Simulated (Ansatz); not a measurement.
`O[SiH](F)CF`, relaxed with RKS PBE-D4/def2-SVP in the Gaussian-basis code of Ansatz from a rough embedded geometry. The force threshold is 0.03 eV/Å; the program also tests the step.

Total charge 0; spin multiplicity 1.

Start:

```xyz
9

O    -0.771   -1.680   -0.187
Si    0.361   -0.544   -0.361
F     1.580   -0.970    0.579
C    -0.089    1.157    0.086
F    -0.711    1.172    1.357
H    -0.995   -1.906    0.807
H     0.826   -0.594   -1.789
H    -0.877    1.543   -0.585
H     0.676    1.821    0.093
```

Task: How much energy does the relaxation release, and in how many steps? (Estimate.)

Result: Computed: 52.95 kJ/mol, in 14 steps, 2 of them rejected.

Task: Which bonds change most? (Estimate.)

Result: Computed: C4–H9 from 1.013 to 1.112 Å; Si2–C4 from 1.816 to 1.906 Å; O1–H6 from 1.044 to 0.978 Å; O1–Si2 from 1.613 to 1.663 Å.

Task: Give the relaxed structure. (Estimate.)

Result: The calculation gave: 
```xyz
9

O    -0.684   -1.702    0.029
Si    0.490   -0.614   -0.420
F     1.897   -0.891    0.374
C    -0.166    1.092    0.122
F    -0.944    0.861    1.273
H    -1.192   -1.358    0.791
H     0.775   -0.761   -1.877
H    -0.813    1.552   -0.660
H     0.637    1.821    0.368
```
